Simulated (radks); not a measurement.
Task: Xe+, configuration [Kr] 4d10 5s2 5p5 (the NIST ground configuration). All-electron calculation, scalar-relativistic Kohn-Sham, PBE, spin-polarised, spherical densities, finite nucleus; open shells are filled with parallel spins first (spin-orbit coupling, left out, can overturn this in heavy ions); Fermi nuclear charge, rms radius 4.7859 fm. Program: a radial shooting solver on a logarithmic mesh with Libxc functionals. Some entries of the table are withheld. Estimate them.

orbital,occ.,eigenvalue (eV),<r> (bohr),r(max) (bohr)
1s up,1,-34380.62,0.02666,0.01716
1s down,1,-34380.58,0.02666,0.01716
2s up,1,-5359.317,0.1146,0.09696
2s down,1,-5359.298,0.1146,0.09696
2p up,3,-4810.089,0.1003,0.07780
2p down,3,-4810.056,0.1003,0.07780
3s up,1,-1104.249,0.3064,0.2789
3s down,1,-1104.215,0.3064,0.2789
3p up,3,-926.8436,0.3044,0.2729
3p down,3,-926.8050,0.3044,0.2729
3d up,5,-663.7347,0.2809,0.2260
3d down,5,-663.6976,0.2809,0.2260
4s up,1,-207.5319,0.7167,0.6611
4s down,1,-207.4530,0.7167,0.6611
4p up,3,-151.3524,0.7648,(1)
4p down,3,-151.2721,0.7647,(2)
4d up,5,-69.4606,0.8766,0.7482
4d down,5,-69.3420,0.8753,0.7482
5s up,1,-29.4012,1.825,1.616
5s down,1,-28.7024,1.824,1.611
5p up,3,-17.3407,2.183,1.874
5p down,2,-16.6264,2.194,1.872

Result: 
(1) 4p up r(max) (bohr): 0.6934
(2) 4p down r(max) (bohr): 0.6935
